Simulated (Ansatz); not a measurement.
Species: CAu, net charge 0, doublet state. The spin state was set by rule; other spins were not relaxed. 
Coordinates optimised at B3LYP-D3(BJ)/def2-TZVP (Ansatz, an electronic-structure program):
```
Au
C 1 1.8805
```
Charge 0, spin multiplicity 2.

Total electronic energies in hartree. Cores are frozen in the correlated levels unless marked. Open shells are spin-unrestricted. No spin-orbit coupling. Frozen are the shells of the preceding noble gas and the d and f shells that filled before the atom's block. In def2 rows, elements after Kr have scalar-relativistic effective core potentials. Basis-set limits of correlation are two-point, X^-3; Hartree-Fock from the larger set. [CCSD(T)-MP2]/basis is that difference in the basis named.

The UHF reference is spin-contaminated (<S^2> 0.58 over the pure value in the largest basis). The T1 diagnostic of CCSD in the largest basis is 0.091, which is high, so the coupled-cluster rows are less sure than usual.

```json
[
 {"level": "HF/def2-SVP", "program": "Ansatz", "energy (Eh)": "-172.43835"},
 {"level": "RI-HF/def2-TZVPP", "program": "Ansatz", "energy (Eh)": "-172.49504"},
 {"level": "PBE/def2-TZVPD", "program": "Ansatz", "energy (Eh)": "-173.67007"},
 {"level": "PBE0/def2-SVP", "program": "Ansatz", "energy (Eh)": "-173.55754"},
 {"level": "BHLYP/def2-TZVPD", "program": "Ansatz", "energy (Eh)": "[?]"},
 {"level": "CAM-B3LYP-D4/def2-TZVPD", "program": "Ansatz + dftd4", "energy (Eh)": "-173.59139"},
 {"level": "MP2/CBS(def2-TZVPP,def2-QZVPP)", "program": "Ansatz", "energy (Eh)": "-173.0578"},
 {"level": "RI-MP2/CBS(def2-TZVPPD,def2-QZVPPD)+[CCSD(T)-MP2]/def2-QZVPPD", "program": "Ansatz", "energy (Eh)": "-173.0742"},
 {"level": "CCSD(T)/CBS(def2-TZVPPD,def2-QZVPPD)", "program": "Ansatz", "energy (Eh)": "-173.0726"}
]
```

Q: Complete the blanks.

A: 
- BHLYP/def2-TZVPD, energy (Eh): -173.49764
